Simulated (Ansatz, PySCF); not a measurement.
C₄H₁₁Al, singlet, at a GFN2-xTB geometry (such geometries of metal compounds can be far from the true shape), with bond 12-8 at 1.8 times its length. Base run: CASSCF(6,4)/STO-3G (PySCF).

Input for PySCF:
```python
from pyscf import gto, scf, mcscf
import numpy

mol = gto.Mole()
mol.atom = '''
    Al   -0.249109   -0.225418    1.012341
    H    -1.186581   -1.397978    1.410979
    C     0.117239    1.221832    2.325326
    H     1.184262    1.461365    2.411049
    H    -0.222014    0.933324    3.327800
    H    -0.386502    2.166406    2.088614
    C     0.444717   -0.367750   -0.883217
    C     0.344854    0.943800   -1.677287
    C    -0.378739   -1.480819   -1.551147
    H     1.503274   -0.677794   -0.927433
    H     0.744676    0.828223   -2.686246
    H    -1.524577    1.522030   -1.824634
    H     0.903314    1.736556   -1.178710
    H    -0.331047   -2.394255   -0.952505
    H    -0.018116   -1.705881   -2.555811
    H    -1.427557   -1.186948   -1.621078
'''
mol.basis = 'sto-3g'
mol.charge = 0
mol.spin = 0
mol.verbose = 4
mol.build()

mf = scf.RHF(mol)
mf.kernel()
mc = mcscf.CASSCF(mf, 4, 6)
mc.fix_spin_(ss=0.0)
mc.kernel()
occ = numpy.linalg.eigvalsh(mc.fcisolver.make_rdm1(mc.ci, mc.ncas, mc.nelecas))[::-1]
ss = mc.fcisolver.spin_square(mc.ci, mc.ncas, mc.nelecas)[0]
print('natural occupations', occ.round(4), ' <S^2>', round(ss, 4))
```

Programs used: Ansatz (an electronic-structure program), PySCF; a row that names a program was run with it.

Variants of this job, named by their change:

```tsv
change	ΔE vs base (mEh)	natural occupations	<S^2> of the state
base	0.000	2.00 2.00 1.72 0.28	0.00
solver = newton	0.001	2.00 2.00 1.72 0.28	0.00
active space = 8 electrons, 9 orbitals	-52.558	1.98 1.98 1.97 1.73 0.27 0.03 0.02 0.02 0.00	0.00
state_average = 2 states	11.459	-	-
code = ansatz; correction = SC-NEVPT2, all electrons	-234.4	-	-
orbitals = fixed (CASCI); correction = SC-NEVPT2	-234.6	2.00 2.00 1.75 0.25	0.00
active space = 4 electrons, 6 orbitals	-15.215	1.97 1.72 0.28 0.02 0.00 0.00	0.00
conv_tol = 1e-5	0.271	2.00 2.00 1.72 0.28	0.00
active space = 4 electrons, 3 orbitals	0.001	2.00 1.72 0.28	0.00
code = ansatz	-0.022	-	-
active space = 6 electrons, 6 orbitals	-26.986	1.98 1.97 1.72 0.28 0.03 0.02	0.00
```

Active orbitals are taken around the Fermi level unless the row says otherwise; CASSCF can end in different local minima, and two programs can end on different orbitals. State-averaged rows give the lowest state.

Ansatz warned in this series: the state or the total is in doubt.
